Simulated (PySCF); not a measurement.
C3H5NO2Si.
SMILES with atom numbers: `[N:1]#[C:2][CH2:3][C:4](=[O:5])[O:6][SiH3:7]` (hydrogens: H8, H9 on C3; H10, H11, H12 on Si7)

The same species was optimised twice, with GFN2-xTB and with PBE0-D3(BJ)/def2-SVP (PySCF), and the same property calculations (PySCF, gas phase) were run on both structures.

| coordinate | GFN2-xTB | PBE0-D3(BJ)/def2-SVP | change |
| --- | --- | --- | --- |
| O6–Si7 (Å) | 1.672 | 1.725 | +0.053 |
| N1≡C2 (Å) | 1.142 | 1.156 | +0.014 |
| C2–C3 (Å) | 1.440 | 1.454 | +0.014 |
| C4–O6 (Å) | 1.314 | 1.325 | +0.011 |
| C3–C4 (Å) | 1.528 | 1.519 | -0.009 |
| C4=O5 (Å) | 1.198 | 1.202 | +0.004 |
| C2–C3–C4 (°) | 109.7 | 115.4 | +5.7 |
| C4–O6–Si7 (°) | 123.8 | 118.8 | -5.0 |
| C3–C4–O6 (°) | 112.4 | 113.7 | +1.3 |
| C3–C4–O5 (°) | 123.4 | 122.4 | -1.0 |
| O5–C4–O6 (°) | 124.2 | 123.9 | -0.3 |
| N1–C2–C3 (°) | 179.1 | 178.9 | -0.2 |
| C2–C3–C4–O5 (°) | -126 | -156 | -30 |
| C3–C4–O6–Si7 (°) | -178 | 179 | -3 |

Rotational constants: A = 4010, B = 1368, C = 1099 MHz (GFN2-xTB) against A = 4086, B = 1329, C = 1034 MHz (PBE0-D3(BJ)/def2-SVP). Point groups within 0.08 Å: C1 and C1.

On the GFN2-xTB structure: lowest singlet, TDDFT (eV) 5.82 [CAM-B3LYP/def2-SVPD]; lowest triplet, Tamm–Dancoff (eV) 5.30 [CAM-B3LYP/def2-SVPD]; isotropic polarisability (au) 68.5 [CAM-B3LYP/def2-SVPD]; HOMO (eV) -10.27 [CAM-B3LYP/def2-SVPD]; LUMO (eV) 0.34 [CAM-B3LYP/def2-SVPD]; dipole (D) 3.08 [CAM-B3LYP/def2-SVPD]; HOMO (eV) -8.73 [PBE0/pcSseg-1]; LUMO (eV) -0.68 [PBE0/pcSseg-1]; dipole (D) 3.09 [PBE0/pcSseg-1]; GIAO shielding of N1 (ppm) -39.4 [PBE0/pcSseg-1]; GIAO shielding of C2 (ppm) 68.6 [PBE0/pcSseg-1]; GIAO shielding of C3 (ppm) 159.7 [PBE0/pcSseg-1]; GIAO shielding of C4 (ppm) 16.7 [PBE0/pcSseg-1]; GIAO shielding of O5 (ppm) -137.5 [PBE0/pcSseg-1]; GIAO shielding of O6 (ppm) 147.7 [PBE0/pcSseg-1]; GIAO shielding of Si7 (ppm) 384.1 [PBE0/pcSseg-1].

Q: What do these properties become on the PBE0-D3(BJ)/def2-SVP structure?

A: 
```tsv
property	level	on GFN2-xTB	on PBE0-D3(BJ)/def2-SVP	change
lowest singlet, TDDFT (eV)	CAM-B3LYP/def2-SVPD	5.82	5.88	+0.06
lowest triplet, Tamm–Dancoff (eV)	CAM-B3LYP/def2-SVPD	5.30	5.40	+0.10
isotropic polarisability (au)	CAM-B3LYP/def2-SVPD	68.5	70.5	+2.0
HOMO (eV)	CAM-B3LYP/def2-SVPD	-10.27	-10.36	-0.09
LUMO (eV)	CAM-B3LYP/def2-SVPD	0.34	0.32	-0.02
dipole (D)	CAM-B3LYP/def2-SVPD	3.08	2.50	-0.58
energy, GFN2-xTB geometry as zero (kcal/mol)	CAM-B3LYP/def2-SVPD	0.0	-3.0	-3.0
HOMO (eV)	PBE0/pcSseg-1	-8.73	-8.83	-0.10
LUMO (eV)	PBE0/pcSseg-1	-0.68	-0.69	-0.01
dipole (D)	PBE0/pcSseg-1	3.09	2.56	-0.53
energy, GFN2-xTB geometry as zero (kcal/mol)	PBE0/pcSseg-1	0.0	-3.0	-3.0
GIAO shielding of N1 (ppm)	PBE0/pcSseg-1	-39.4	-48.0	-8.6
GIAO shielding of C2 (ppm)	PBE0/pcSseg-1	68.6	66.7	-1.9
GIAO shielding of C3 (ppm)	PBE0/pcSseg-1	159.7	159.3	-0.4
GIAO shielding of C4 (ppm)	PBE0/pcSseg-1	16.7	14.3	-2.4
GIAO shielding of O5 (ppm)	PBE0/pcSseg-1	-137.5	-126.3	+11.2
GIAO shielding of O6 (ppm)	PBE0/pcSseg-1	147.7	129.6	-18.1
GIAO shielding of Si7 (ppm)	PBE0/pcSseg-1	384.1	379.8	-4.3
```

The heavy atoms differ by 0.212 Å rms after alignment. Among bonds between heavy atoms O6–Si7 changes most (+0.053 Å). Changes are differences of the printed values. Neither structure is proved a minimum here.

Conformer computed: `[N:1]#[C:2][CH2:3][C:4](=[O:5])[O:6][SiH3:7]`: C2–C3–C4–O5 -156°, C3–C4–O6–Si7 179°.
